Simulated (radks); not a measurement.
Isoelectronic series with 15 electrons, all held in the configuration [Ne] 3s2 3p3, which need not be the ground one along the series. Calculated with a radial shooting solver on a logarithmic mesh with Libxc functionals: non-relativistic Kohn-Sham, PBE, spin-unpolarised, spherical densities, point nucleus. Total energies (hartree) and screening constants sigma, defined by e = -(Z - sigma)^2 / (2 n^2) hartree:

ion   E (hartree)      3p      3s
P      -341.04698  13.090  11.968
S+     -397.48182  12.666  11.734
Cl2+   -458.51653  12.421  11.561
Ar3+   -524.13676  12.253  11.428
K4+    -594.33419  12.127  11.323
Ca5+   -669.10348  12.028  11.237
Sc6+   -748.44099  11.947  11.166
Ti7+   -832.34414  11.881  11.106
